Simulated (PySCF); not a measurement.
CH3AlCl2O. Atoms are numbered in the order given.

```xyz
8

Al     0.0920     0.1009    -0.0327
Cl     1.4068     1.6740    -0.3764
Cl    -1.1661     0.1320     1.6326
O      0.0654    -1.1796    -1.1113
C     -0.5858    -2.3927    -1.3150
H     -1.1123    -2.3862    -2.2845
H      0.1443    -3.2194    -1.3381
H     -1.3274    -2.6158    -0.5269
```
Charge 0, spin multiplicity 1.

The structure is a stationary point at PBE0-D3(BJ)/def2-SVP. The structure was generated by enumeration; whether it is a known compound was not checked. The values are those of a single conformer.

All values below come from TDA-PBE/def2-SVPD run with PySCF 2.14.0.

Vertical excitations. Gas-phase values at a fixed geometry.

**Question.** Give excitation energies, oscillator strengths and character. (An estimate is asked for; the answer gives what the named calculation found.)

**Answer.** 
| state | energy (eV) | λ (nm) | f | main pairs |
|---|---|---|---|---|
| S1 | 5.29 | 234 | 0.004 | HOMO→LUMO 100 % |
| S2 | 5.39 | 230 | 0.009 | HOMO−1→LUMO 97 % |
| S3 | 5.98 | 207 | 0.001 | HOMO−1→LUMO+1 100 % |
| S4 | 6.16 | 201 | 0.022 | HOMO−2→LUMO 97 % |
| S5 | 6.33 | 196 | 0.000 | HOMO−3→LUMO 100 % |
| S6 | 6.36 | 195 | 0.081 | HOMO→LUMO+1 83 % |
| S7 | 6.64 | 187 | 0.088 | HOMO−4→LUMO 91 % |
| S8 | 6.75 | 184 | 0.000 | HOMO−2→LUMO+1 100 % |
| S9 | 6.87 | 181 | 0.092 | HOMO−5→LUMO 98 % |
| S10 | 7.19 | 173 | 0.001 | HOMO−4→LUMO+1 100 % |
| T1 | 5.05 | 245 | 0 | HOMO→LUMO 99 % |
| T2 | 5.16 | 240 | 0 | HOMO−1→LUMO 99 % |
| T3 | 5.61 | 221 | 0 | HOMO→LUMO+1 98 % |
| T4 | 5.84 | 212 | 0 | HOMO−1→LUMO+1 99 % |
Triplets are in the Tamm–Dancoff approximation.
